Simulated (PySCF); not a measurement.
## Dipole response of O (oxygen, neutral)

[He] 2s2 2p4, high-spin 3P determinant. Calculation: PySCF 2.14, in dyall-acv3z; the non-relativistic Hamiltonian (point nucleus). Coupled (time-dependent) response in atomic units; α is the mean over directions.

```tsv
method	mean α (bohr³)	α xx, yy, zz	C₆ (like pair)	S(−4)
UHF	4.574	4.383, 4.956, 4.383	13.38	9.117
PBE	5.436	5.023, 6.263, 5.023	16.62	15.61
PBE0	5.104	4.784, 5.744, 4.784	15.39	12.62
CAM-B3LYP	5.139	4.811, 5.793, 4.811	15.50	13.04
B97-3	5.099	4.783, 5.733, 4.783	15.36	12.41
```

S(−4) is the Cauchy moment in α(ω) = α(0) + S(−4) ω² + …

Reference α: 5.3 ± 0.2 bohr³ (recommended; Schwerdtfeger and Nagle, table of static dipole polarizabilities (2023 update)). Published C₆: 15.60 (Chu and Dalgarno (2004); Tang, Norbeck and Certain (1976)).

α(iu) at CAM-B3LYP:

```
u (hartree)  α(iu) (bohr³)
          0          5.139
     0.0500          5.106
      0.100          5.014
      0.200          4.698
      0.300          4.294
      0.500          3.477
      0.750          2.638
       1.00          2.023
       1.50          1.267
       2.00         0.8597
       3.00         0.4678
       5.00         0.2008
```

A single London oscillator, α(iu) = α/(1 + u²/ω²), gives C₆ = (3/4) ω α². Matching the computed C₆ needs ω = 4 × 15.50 / (3 × 5.139²) = 0.783 hartree.

The components differ because the open shell of this determinant is not spherical; for a pure term their mean is the scalar polarisability.
